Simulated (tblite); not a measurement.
Species: C3H8O2SSi.
Bonds: C1–O2, O2–C3, C3–O4 (double), C3–Si5, Si5–S6, S6–C7. Hydrogens: H8, H9, H10 on C1; H11, H12 on Si5; H13, H14, H15 on C7.

Computed with GFN2-xTB (tblite), gas phase: nudged elastic band of 9 images (0 to 8), spring 0.2 eV/Å², climbing image at the end, force threshold 0.05 eV/Å. No saddle search or frequency run followed, so the top image need not be a first-order saddle, and its height can exceed the method's true barrier by a kcal/mol or more.

The band describes a rotation about C3–O2 (carbonyl carbon, oxygen singly bound to a carbonyl carbon), followed by the dihedral Si5–C3–O2–C1, from the optimised start (-178°) to a second optimised geometry at 2°.

Problem. Give the energy profile along the converged band.

Solution. 
```csv
image,dihedral (°),E (kJ/mol),C3–O2 (Å),Si5···C1 (Å),largest true force (eV/Å)
0,-178,0.00,1.333,4.06,0.01
1,-169,1.34,1.333,4.03,0.04
2,-155,8.82,1.337,3.94,0.11
3,-127,33.88,1.350,3.75,0.27
4,-87,63.86,1.380,3.49,0.01
5,-39,39.71,1.341,3.33,0.17
6,-7,31.27,1.334,3.25,0.02
7,-1,28.57,1.336,3.20,0.03
8,2,26.71,1.336,3.15,0.01
```

Barriers of this band. The top is image 4 at -87°: 63.86 kJ/mol forward and 37.15 kJ/mol back; the end lies 26.71 kJ/mol above the start. The central bond is 0.047 Å longer at the top than at the start.

Other torsions move too; by image: O2–C3–Si5–S6 (113, 101, 96, 101, 112, 99, 90, 99, 83°).

Problem. What rate follows at 250 K for crossing this barrier forward?

Solution. Taking the electronic barrier for the free energy of activation (no zero-point or entropy terms, transmission 1), rate = (kT/h)·exp(−ΔE/kT) ≈ 2 × 10^-1 s⁻¹, whose inverse is 4 × 10^0 s. An error of 1 kcal/mol in the barrier changes this by a factor of 7, and the method and the loose band can each miss by that much or more.

Problem. How would the two end points share their population at 250 K, from these energies alone?

Solution. exp(−ΔE/kT) with ΔE = 0.277 eV gives 2.6e-06 for the higher one (end) against 1 for the lower, without vibrational, rotational or degeneracy terms.

What follows is the cost of the whole band run. The run took 17 s of wall time on one thread of an Intel Xeon at 2.50 GHz, no GPU, shared host with 64 logical CPUs at a one-minute load of 53, and the process peaked at 0.18 GiB of memory.
